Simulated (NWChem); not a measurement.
The numbers come from NWChem runs, not from measurements. System: AsF3, charge 1, spin multiplicity 2, at the geometry of a parent with another charge or spin, in a state set for the comparison that need not be this species' ground state. Its SCF solution wasn't tested for a lower state. Level: UMP2/def2-TZVP, 12 core orbitals frozen.

Output (cleaned and shortened):

```
             Northwest Computational Chemistry Package (NWChem) 7.3.0
             --------------------------------------------------------

                                NWChem Input Module
                                -------------------

 Scaling coordinates for geometry "geometry" by  1.889725989
 (inverse scale =  0.529177249)

 Turning off AUTOSYM since
 SYMMETRY directive was detected!

                             Geometry "geometry" -> ""
                             -------------------------

 Output coordinates in angstroms (scale by  1.889725989 to convert to a.u.)

  No.       Tag          Charge          X              Y              Z
 ---- ---------------- ---------- -------------- -------------- --------------
    1 F                    9.0000     0.73892500    -0.48917500     1.28176300
    2 As                  33.0000     0.00089600     0.39887600     0.00000000
    3 F                    9.0000     0.73892500    -0.48917500    -1.28176300
    4 F                    9.0000    -1.48113400    -0.48419400     0.00000000

 Effective nuclear repulsion energy (a.u.)     323.4651667098

            Nuclear Dipole moment (a.u.)
            ----------------------------
        X                 Y               Z
 ---------------- ---------------- ----------------
     0.0000226767     0.0000226767     0.0000000000

      Symmetry information
      --------------------

 Group name             Cs
 Group number              2
 Group order               2
 No. of unique centers     3

      Symmetry unique atoms

     1    2    4


 Summary of "ao basis" -> "" (spherical)
 ------------------------------------------------------------------------------
       Tag                 Description            Shells   Functions and Types
 ---------------- ------------------------------  ------  ---------------------
 *                         def2-tzvp                  on all atoms

 Summary of "ao basis" -> "ao basis" (spherical)
 ------------------------------------------------------------------------------
       Tag                 Description            Shells   Functions and Types
 ---------------- ------------------------------  ------  ---------------------
 F                         def2-tzvp                11       31   5s3p2d1f
 As                        def2-tzvp                16       48   6s5p4d1f

                                 NWChem SCF Module
                                 -----------------

  ao basis        = "ao basis"
  functions       =   141
  atoms           =     4
  alpha electrons =    30
  beta  electrons =    29
  charge          =   1.00
  wavefunction    = UHF
  use symmetry    = T
  symmetry adapt  = T

 Summary of "ao basis" -> "ao basis" (spherical)
 ------------------------------------------------------------------------------
       Tag                 Description            Shells   Functions and Types
 ---------------- ------------------------------  ------  ---------------------
 F                         def2-tzvp                11       31   5s3p2d1f
 As                        def2-tzvp                16       48   6s5p4d1f

      Symmetry analysis of basis
      --------------------------

        a'         84
        a"         57

 Forming initial guess at       0.1s

   Symmetry analysis of molecular orbitals - initial alpha
   -------------------------------------------------------

  Numbering of irreducible representations:

     1 a'          2 a"

  Orbital symmetries:

     1 a'          2 a'          3 a'          4 a'          5 a"
     6 a'          7 a"          8 a'          9 a'         10 a'
    11 a'         12 a"         13 a'         14 a"         15 a'
    16 a'         17 a"         18 a'         19 a'         20 a"
    21 a'         22 a"         23 a'         24 a'         25 a"
    26 a'         27 a'         28 a"         29 a"         30 a'
    31 a'         32 a"         33 a'         34 a'         35 a'
    36 a'         37 a"         38 a'         39 a"         40 a'

   Symmetry analysis of molecular orbitals - initial beta
   ------------------------------------------------------

  Numbering of irreducible representations:

     1 a'          2 a"
[...]
           0.296184718757         445.847931635240           0.000000000000
           0.000000000000           0.000000000000         313.745800210605

  Mulliken analysis of the total density
  --------------------------------------

    Atom       Charge   Shell Charges
 -----------   ------   -------------------------------------------------------
    1 F    9     9.24   0.77  1.20  0.61  1.03  0.33  2.19  2.25  0.84  0.00  0.01  0.00
    2 As  33    31.29   2.00  2.00  1.16  0.79  0.99  0.41  5.99  5.75  0.35  1.17  0.15  8.99  1.05  0.19  0.16  0.13
    3 F    9     9.24   0.77  1.20  0.61  1.03  0.33  2.19  2.25  0.84  0.00  0.01  0.00
    4 F    9     9.24   0.77  1.20  0.61  1.03  0.33  2.19  2.25  0.84  0.00  0.01  0.00

  Mulliken analysis of the alpha density
  --------------------------------------

    Atom       Charge   Shell Charges
 -----------   ------   -------------------------------------------------------
    1 F    9     4.70   0.39  0.60  0.31  0.52  0.16  1.15  1.16  0.41  0.00  0.01  0.00
    2 As  33    15.89   1.00  1.00  0.58  0.39  0.57  0.27  3.00  2.88  0.18  0.67  0.09  4.49  0.53  0.10  0.08  0.07
    3 F    9     4.70   0.39  0.60  0.31  0.52  0.16  1.15  1.16  0.41  0.00  0.01  0.00
    4 F    9     4.70   0.39  0.60  0.31  0.52  0.16  1.15  1.16  0.41  0.00  0.01  0.00

   Mulliken analysis of the beta density
   -------------------------------------

    Atom       Charge   Shell Charges
 -----------   ------   -------------------------------------------------------
    1 F    9     4.53   0.39  0.60  0.30  0.51  0.17  1.04  1.09  0.43  0.00  0.01  0.00
    2 As  33    15.40   1.00  1.00  0.58  0.40  0.42  0.14  3.00  2.88  0.17  0.50  0.06  4.50  0.52  0.10  0.08  0.06
    3 F    9     4.53   0.39  0.60  0.30  0.51  0.17  1.04  1.09  0.43  0.00  0.01  0.00
    4 F    9     4.53   0.39  0.60  0.30  0.51  0.17  1.04  1.09  0.43  0.00  0.01  0.00

   Mulliken analysis of the spin density
   -------------------------------------

    Atom       Charge   Shell Charges
 -----------   ------   -------------------------------------------------------
    1 F    9     0.17  -0.00 -0.00  0.00  0.00 -0.01  0.11  0.08 -0.02  0.00 -0.00  0.00
    2 As  33     0.50   0.00  0.00  0.01 -0.01  0.15  0.13  0.00  0.00  0.01  0.18  0.03 -0.01  0.01 -0.00 -0.00  0.00
    3 F    9     0.17  -0.00 -0.00  0.00  0.00 -0.01  0.11  0.08 -0.02  0.00 -0.00  0.00
    4 F    9     0.17  -0.00 -0.00  0.00  0.00 -0.01  0.11  0.08 -0.02  0.00 -0.00  0.00

       Multipole analysis of the density wrt the origin
       ------------------------------------------------

     L   x y z        total         alpha         beta         nuclear
     -   - - -        -----         -----         ----         -------
     0   0 0 0      1.000000    -30.000000    -29.000000     60.000000

     1   1 0 0      0.003945      0.000917      0.003005      0.000023
     1   0 1 0      1.755635      0.415237      1.340376      0.000023
     1   0 0 1      0.000000     -0.000000      0.000000      0.000000

     2   2 0 0    -21.347474    -64.654589    -62.296508    105.603623
     2   1 1 0      0.006680      0.072818      0.077225     -0.143363
     2   1 0 1     -0.000000     -0.000000      0.000000      0.000000
     2   0 2 0    -18.367381    -32.180415    -27.852794     41.665828
     2   0 1 1      0.000000      0.000000      0.000000      0.000000
     2   0 0 2    -21.347506    -64.655461    -62.297326    105.605281

                   NWChem MP2 Semi-direct Energy/Gradient Module
                   ---------------------------------------------

  Basis functions       =    141
  Molecular orbitals    =    141
  Frozen core           =     12
  Frozen virtuals       =      0
  Active alpha occupied =     18
  Active beta occupied  =     17
  Active alpha virtual  =    111
  Active beta virtual   =    112
  Use MO symmetry       = T
  Use skeleton AO sym   = T

  AO/Fock/Back tols     =   1.0D-09  1.0D-09  1.0D-09

 GA uses MA = F    GA memory limited = T

 Available:
  local mem=  1.26D+08
 global mem=  1.44D+08
 local disk=  0.00D+00
  mp2_memr nvloc                   111
  nvloc new                   111
   1 passes of  18:        5242880                     140417                  64780033.
   1 passes of  18: M    126148893           G      144139438           F     120906013.

 Semi-direct pass number   1 of   1  for UHF alpha       at       12.5s
  vrange nnbf                  9531
  mp2_eaftype                   247  avail_ma_in_mb                  1099
 EAF : mp2_eaftype filesize         247   32390017.
  mp2_eaf for mointskh                    247
Node 0 wrote    152.3 Mb in      0.1 s     Agg I/O rate:  1177.8 Mb/s
 Done moints_semi at       27.0s
  mp2_eaftype                   247  avail_ma_in_mb                   852
 EAF : mp2_eaftype filesize         247   32390017.
  mp2_eaf for kh                   247
 Done maket at       27.6s
 Done multipass loop at       27.6s

 GA uses MA = F    GA memory limited = T

 Available:
  local mem=  1.26D+08
 global mem=  1.44D+08
 local disk=  0.00D+00
  mp2_memr nvloc                   112
  nvloc new                   112
   1 passes of  17:        5242880                     135719                  61733926.
   1 passes of  17: M    126148893           G      144139438           F     120906013.

 Semi-direct pass number   1 of   1  for UHF beta        at       27.6s
  vrange nnbf                  9531
  mp2_eaftype                   235  avail_ma_in_mb                  1099
 EAF : mp2_eaftype filesize         235   30866963.
  mp2_eaf for mointskh                    235
Node 0 wrote    145.2 Mb in      0.1 s     Agg I/O rate:  1587.2 Mb/s
 Done moints_semi at       39.8s
  mp2_eaftype                   235  avail_ma_in_mb                   864
 EAF : mp2_eaftype filesize         235   30866963.
  mp2_eaf for kh                   235
 Done maket at       40.4s
 Done multipass loop at       40.4s

          -------------------------------------------
          SCF energy               -2532.283192254749
          Correlation energy          -0.991724234889
          Singlet pairs                0.000000000000
          Triplet pairs                0.000000000000
          Total MP2 energy         -2533.274916489638
          -------------------------------------------

          ---------------------------------------------------
                    Spin Component Scaled (SCS) MP2
          Same spin pairs                     -0.277200418248
          Same spin scaling factor             0.333333333333
          Opposite spin pairs                 -0.714523816641
          Opposite spin scaling fact.          1.200000000000
          SCS-MP2 correlation energy          -0.949828719385
          Total SCS-MP2 energy             -2533.233020974134
          ---------------------------------------------------

 -----------------------
 Performance information
 -----------------------

 Timer overhead =  2.13D-07 seconds/call

               Nr. of calls         CPU time (s)                 Wall time (s)                GFlops
             ---------------    -------------------     ------------------------------   -------------------
Name         Min   Avg   Max    Min     Avg     Max     Min     Avg     Max   Mx/calls   Min     Max     Sum
mp2: moin     2     2     2    27.     27.     27.      27.     27.     27.     13.      0.0     0.0     0.0
mp2: make     2     2     2    1.2     1.2     1.2      1.2     1.2     1.2    0.61      0.0     0.0     0.0
mp2: tota     1     1     1    28.     28.     28.      28.     28.     28.     28.      0.0     0.0     0.0

 The average no. of pstat calls per process was 5.00D+00
 with a timing overhead of 1.06D-06s

 Task  times  cpu:       40.4s     wall:       40.4s

 Total times  cpu:       40.4s     wall:       40.4s
```

Question: Write an NWChem input that would produce this output.

Answer: Several could match; the one computed here: 
```
start mol
memory heap 200 mb stack 900 mb global 1100 mb
charge 1
geometry units angstroms nocenter noautoz
  F      0.738925    -0.489175     1.281763
  As     0.000896     0.398876     0.000000
  F      0.738925    -0.489175    -1.281763
  F     -1.481134    -0.484194     0.000000
  symmetry group Cs
end
basis spherical
  * library def2-tzvp
end
scf
  uhf
  nopen 1
  maxiter 100
  thresh 1e-7
  semidirect memsize 60000000 filesize 0
  # guess.movecs holds the orbitals of an unrestricted PBE0 run
  vectors input guess.movecs output mol.movecs
end
mp2
  freeze core 12
end
task mp2 energy
```
